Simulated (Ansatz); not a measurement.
`C[SiH2]N[SiH2]Cl` and `C[SiH2]N[SiH3]` differ in one atom or group.

Ansatz, PBE0-D4/def2-TZVP geometries, multiplicity 1. Each molecule was computed in one conformer, which needn't be the lowest.

| property | `C[SiH2]N[SiH2]Cl` |
| --- | --- |
| LUMO energy (PBE/def2-TZVPP) / eV | -0.65 |
| HOMO–LUMO gap (PBE0/def2-TZVPP) / eV | 8.05 |
| LUMO energy (PBE0/def2-TZVPP) / eV | 0.19 |
| HOMO energy (PBE0/def2-TZVPP) / eV | -7.85 |
| size of the dipole moment (B3LYP/def2-TZVPP) / D | 1.78 |
| size of the dipole moment (ωB97M-V/def2-TZVPP) / D | 1.78 |

Give the same properties after the change, and the shifts. (Estimate.)

The calculation gave: 
```csv
property,`C[SiH2]N[SiH3]`,shift
LUMO energy (PBE/def2-TZVPP) / eV,-0.65,0.00
HOMO–LUMO gap (PBE0/def2-TZVPP) / eV,7.55,-0.50
LUMO energy (PBE0/def2-TZVPP) / eV,0.19,0.00
HOMO energy (PBE0/def2-TZVPP) / eV,-7.36,0.49
size of the dipole moment (B3LYP/def2-TZVPP) / D,1.27,-0.51
size of the dipole moment (ωB97M-V/def2-TZVPP) / D,1.29,-0.49
```

Dipoles are sizes alone; their direction can turn.

B3LYP here is the variant with VWN-RPA as its local correlation; programs differ in this.
